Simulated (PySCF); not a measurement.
Job file and geometry (Å, from GFN2-xTB) of a spin–spin coupling run on `C#C[C@@H](F)C(=C)BN`, C5H7BFN, B3LYP/pcJ-1 indirect spin-spin coupling, non-relativistic, gas phase in PySCF; density fitting, a coarse starting grid and PySCF grid level 2 are the driver's defaults:

```
$ OMP_NUM_THREADS=1 python probes_run.py task.json out

{"job": {"kind": "j", "xc": "B3LYP", "basis": "pcJ-1"}, "charge": 0, "multiplicity": 1}
C      2.079594    -1.407787    -1.038207
C      1.236666    -0.559807    -1.096540
C      0.174659     0.431556    -1.151631
F     -0.912449    -0.099953    -1.846595
C     -0.230861     0.832865     0.254143
C      0.125608     2.040458     0.683555
B     -1.011990    -0.191874     1.158131
N     -1.253476    -1.473689     0.715830
H      2.838876    -2.130316    -0.990780
H      0.504864     1.298107    -1.743906
H      0.672814     2.746761     0.074802
H     -0.114112     2.365258     1.681504
H     -1.385660     0.131304     2.221039
H     -1.749431    -2.166131     1.250318
H     -0.979519    -1.808763    -0.193576
```

Problem. What does the program print?

Solution. 
```
coarse grid: 13008 points
cycle   1  E = -373.9951008944  dE =  9.433e-01  |g| = 7.108e-01  |ddm| = 3.420e+00
cycle   2  E = -373.9352726064  dE =  5.983e-02  |g| = 9.516e-01  |ddm| = 1.233e+00
cycle   3  E = -374.0917711073  dE = -1.565e-01  |g| = 1.442e-01  |ddm| = 7.301e-01
cycle   4  E = -374.0951318780  dE = -3.361e-03  |g| = 7.169e-02  |ddm| = 1.531e-01
cycle   5  E = -374.0961037207  dE = -9.718e-04  |g| = 3.421e-02  |ddm| = 6.088e-02
cycle   6  E = -374.0963669345  dE = -2.632e-04  |g| = 6.479e-03  |ddm| = 2.487e-02
cycle   7  E = -374.0963762806  dE = -9.346e-06  |g| = 1.829e-03  |ddm| = 5.781e-03
final grid: 127448 points
cycle   8  E = -374.1616581924  dE = -1.546e-04  |g| = 7.043e-03  |ddm| = 3.730e-02
cycle   9  E = -374.1616485408  dE =  9.652e-06  |g| = 9.721e-03  |ddm| = 1.166e-02
cycle  10  E = -374.1616680416  dE = -1.950e-05  |g| = 1.393e-03  |ddm| = 7.161e-03
cycle  11  E = -374.1616683108  dE = -2.692e-07  |g| = 8.505e-04  |ddm| = 1.753e-03
cycle  12  E = -374.1616684672  dE = -1.564e-07  |g| = 3.429e-04  |ddm| = 7.722e-04
cycle  13  E = -374.1616684918  dE = -2.463e-08  |g| = 6.256e-05  |ddm| = 2.289e-04
cycle  14  E = -374.1616684927  dE = -8.303e-10  |g| = 2.230e-05  |ddm| = 5.349e-05
converged SCF energy = -374.1616684927

Indirect spin-spin couplings (Hz)
  i      j    bonds     total        FC       PSO       DSO        SD
  0 C    1 C    1    197.493   189.455     7.913     0.125         -
  0 C    2 C    2     13.374    13.549    -0.071    -0.104         -
  0 C    3 F    3      8.251     9.181    -0.516    -0.277    -0.137
  0 C    4 C    3      1.379     1.436    -0.018    -0.039         -
  0 C    5 C    4      0.343     0.452    -0.058    -0.052         -
  0 C    7 N    5     -0.171    -0.216     0.038     0.000     0.006
  0 C    8 H    1    265.257   266.156    -1.345     0.446         -
  0 C    9 H    3      4.324     3.880     0.846    -0.403         -
  0 C   14 H    6     -0.172    -0.004    -0.386     0.219         -
  1 C    2 C    1     82.387    83.966    -1.886     0.307         -
  1 C    3 F    2     23.978    27.047    -2.803     0.077    -0.343
  1 C    4 C    2     -1.313    -1.298    -0.094     0.078         -
  1 C    5 C    3      3.716     3.663     0.071    -0.018         -
  1 C    6 B    3      0.715     0.714    -0.021     0.035    -0.014
  1 C    8 H    2     51.019    46.223     5.954    -1.158         -
  1 C    9 H    2     -6.815    -6.704    -0.134     0.022         -
  1 C   10 H    4     -1.268    -1.300     0.046    -0.013         -
  1 C   11 H    4     -0.885    -0.906     0.258    -0.237         -
  1 C   12 H    4     -0.251    -0.266     0.190    -0.176         -
  1 C   14 H    5      0.210     0.090    -0.431     0.551         -
  2 C    3 F    1   -216.929  -272.258    30.386     0.916    24.027
  2 C    4 C    1     40.809    41.921    -1.429     0.317         -
  2 C    5 C    2      4.947     5.111    -0.185     0.021         -
  2 C    6 B    2      1.086     1.137    -0.035     0.046    -0.062
  2 C    7 N    3     -0.463    -0.490     0.030    -0.013     0.010
  2 C    8 H    3      3.092     3.156     0.351    -0.415         -
  2 C    9 H    1    162.881   162.273    -0.689     1.298         -
  2 C   10 H    3     11.499    11.528    -0.242     0.213         -
  2 C   11 H    3     18.061    18.094     0.344    -0.377         -
  2 C   12 H    3      3.317     3.305     0.262    -0.251         -
  2 C   13 H    4     -0.348    -0.327     0.353    -0.375         -
  3 F    4 C    2     25.568    22.905     0.645     0.090     1.927
  3 F    5 C    3      7.501     9.481    -0.157    -0.271    -1.553
  3 F    6 B    3      1.656     1.988    -0.344     0.054    -0.042
  3 F    7 N    4     -1.001    -1.494     0.468    -0.056     0.081
  3 F    8 H    4     -5.673    -6.881     1.725    -1.182     0.666
  3 F    9 H    2     57.855    53.761     8.750    -0.686    -3.970
  3 F   10 H    4     -3.245    -2.352     0.716    -0.846    -0.763
  3 F   11 H    4      1.842     1.280     1.456    -1.288     0.394
  3 F   13 H    5      0.723     0.822     0.800    -1.128     0.229
  4 C    5 C    1     69.586    79.625   -10.227     0.188         -
  4 C    6 B    1     69.552    70.101    -1.379     0.322     0.508
  4 C    7 N    2     -0.915    -1.074    -0.022    -0.014     0.195
  4 C    8 H    4     -1.356    -1.318     0.188    -0.226         -
  4 C    9 H    2     -3.329    -3.031    -0.280    -0.019         -
  4 C   10 H    2     -3.571    -1.635    -1.509    -0.427         -
  4 C   11 H    2      2.815     4.751    -1.545    -0.391         -
  4 C   12 H    2     10.509    10.788    -0.303     0.024         -
  4 C   13 H    3      9.525     9.597     0.365    -0.438         -
  4 C   14 H    3      4.803     4.890    -0.224     0.137         -
  5 C    6 B    2      4.741     4.627     0.034    -0.016     0.095
  5 C    7 N    3     -3.191    -2.469    -0.224     0.028    -0.525
  5 C    9 H    3      6.705     6.961    -0.386     0.129         -
  5 C   10 H    1    159.780   159.048     0.104     0.628         -
  5 C   11 H    1    166.462   165.805     0.056     0.602         -
  5 C   12 H    3      3.383     3.542    -0.157    -0.002         -
  5 C   13 H    4      0.601     0.570     0.402    -0.371         -
  5 C   14 H    4     -0.392    -0.484     0.398    -0.306         -
  6 B    7 N    1    -31.048   -33.864     3.380    -0.086    -0.477
  6 B    9 H    3      4.320     4.281     0.502    -0.484     0.021
  6 B   10 H    3     10.294    10.345     0.472    -0.517    -0.007
  6 B   11 H    3      6.944     7.010    -0.195     0.139    -0.009
  6 B   12 H    1    136.643   136.590    -1.284     0.977     0.360
  6 B   13 H    2      1.157     2.531    -0.258    -0.973    -0.143
  6 B   14 H    2     -1.212     0.158    -0.369    -0.846    -0.155
  7 N    9 H    4      0.345     0.306    -0.123     0.148     0.015
  7 N   10 H    4     -0.832    -0.812    -0.146     0.127    -0.001
  7 N   12 H    2     -3.493    -4.018     0.453     0.091    -0.020
  7 N   13 H    1    -85.566   -82.246    -2.677    -0.248    -0.396
  7 N   14 H    1    -85.943   -82.943    -2.325    -0.306    -0.370
  8 H    9 H    4     -3.260    -3.219     1.454    -1.495         -
  9 H   10 H    4     -0.720    -0.829    -1.950     2.059         -
  9 H   11 H    4     -0.588    -0.486     1.421    -1.522         -
  9 H   12 H    4      1.050     1.099     1.369    -1.418         -
  9 H   13 H    5     -0.295    -0.184     1.745    -1.856         -
 10 H   11 H    2      1.672     1.472     3.567    -3.368         -
 10 H   13 H    5      0.952     1.047     1.359    -1.455         -
 10 H   14 H    5      0.189     0.271     1.059    -1.141         -
 11 H   13 H    5      0.284     0.361     0.927    -1.004         -
 12 H   13 H    3      7.238     7.594     0.314    -0.671         -
 12 H   14 H    3     14.531    14.852     2.704    -3.025         -
 13 H   14 H    2     -3.280    -3.997     5.774    -5.058         -
```

Size and cost of the density-fitted run: 286 basis functions, 92 s wall time on 1 thread of an Intel Xeon Platinum 8259CL, shared host; peak memory 1.1 GiB.
